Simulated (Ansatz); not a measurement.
`[CH3][SnH2][AlH2]` + H₂ → `[CH3][SnH3]` + `[AlH3]` at 298.15 K and 1 bar (hydrogenolysis of the Sn–Al bond).

Gas-phase electronic energies from Ansatz, PBE0-D4/def2-TZVP geometries. CCSD(T)/CBS is the MP2 limit (def2-TZVPP, def2-QZVPP) plus CCSD(T) − MP2 in def2-TZVPP, frozen cores. This one scheme is used for every species. def2 core potentials past Kr. For Sn outer-core shells are correlated without core-valence functions, which leaves a few kJ/mol of doubt a bond.

```
            species  CCSD(T)/CBS energy (Eh)  H − E (kJ/mol)  S (J/(mol·K))
`[CH3][SnH2][AlH2]`               -498.27916           186.7          367.8
                 H₂                 -1.17544            35.1          130.4
      `[CH3][SnH3]`               -255.66383           162.1          284.7
           `[AlH3]`               -243.78045            58.9          207.5
```

H − E and S are ideal-gas, rigid-rotor, harmonic terms from PBE0-D4/def2-TZVP, for one conformer and one mirror image of each species. For small species the MP2-based limit differs from directly extrapolated CCSD(T) by up to some mEh (0.8 for H₂); such offsets cancel only in part. 1 Eh = 2625.50 kJ/mol, R = 8.31446 J/(mol·K).

By hand: ΔE, ΔH, ΔS and ΔG.

ΔE = (-255.66383) + (-243.78045) − (-498.27916) − (-1.17544) = 0.01032 Eh = 27.1 kJ/mol. Δ(H − E) = 162.1 + 58.9 − 186.7 − 35.1 = -0.8, so ΔH = 26.3 kJ/mol. ΔS = 284.7 + 207.5 − 367.8 − 130.4 = -6.0 J/(mol·K). ΔG = 26.3 − 298.15 × (-6.0)/1000 = 28.1 kJ/mol.

By hand: the equilibrium constant, and the temperature at which ΔG would vanish if ΔH and ΔS stayed fixed.

log₁₀ K = −ΔG/(RT ln 10) = -4.9. ΔH and −TΔS have one sign here, so there is no such temperature.

The number of gas molecules stays the same, so ΔS is small and ΔH decides. A doubt of 5 kJ/mol in ΔE shifts log₁₀ K by 0.9 here. Other conformers and mirror images would add mixing entropy, several J/(mol·K) or more a flexible species. Modes under 60 cm⁻¹, often nearly free rotors, make the harmonic entropy too high. These are equilibria of isolated gas molecules and say nothing of rates. Largest T1 diagnostic: 0.012 (customary marks: 0.02 for closed shells, 0.045 for open ones).

ΔS is within the doubt of such terms, so its sign, and with it that verdict, could turn.
